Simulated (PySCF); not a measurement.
CH₇ClOSi₂, SMILES [SiH3]CO[SiH2]Cl. Geometry: PBE0-D3(BJ)/def2-SVP. The structure was generated by enumeration, and PubChem lists no compound with its InChIKey, so it may never have been made. One conformer was computed; it need not be the lowest.

Give the equilibrium geometry at PBE0-D3(BJ)/def2-SVP (PySCF confirms it by a frequency run) as a Z-matrix. (Estimate from the structure and the level; the computed values follow.)

One answer among several that fit: 
```
C
H 1 1.1031
H 1 1.1062 2 106.01
O 1 1.4173 2 107.98 3 -119.54
Si 4 1.6501 1 126.16 2 146.04
H 5 1.4805 4 106.50 1 -171.71
H 5 1.4883 6 112.62 4 123.45
Si 1 1.9027 2 109.26 3 119.13
H 8 1.4923 1 109.82 2 60.34
H 8 1.4941 9 108.99 1 -120.19
H 8 1.4952 9 109.65 10 -119.69
Cl 5 2.0709 6 109.67 7 118.16
```
Charge 0, spin multiplicity 1.
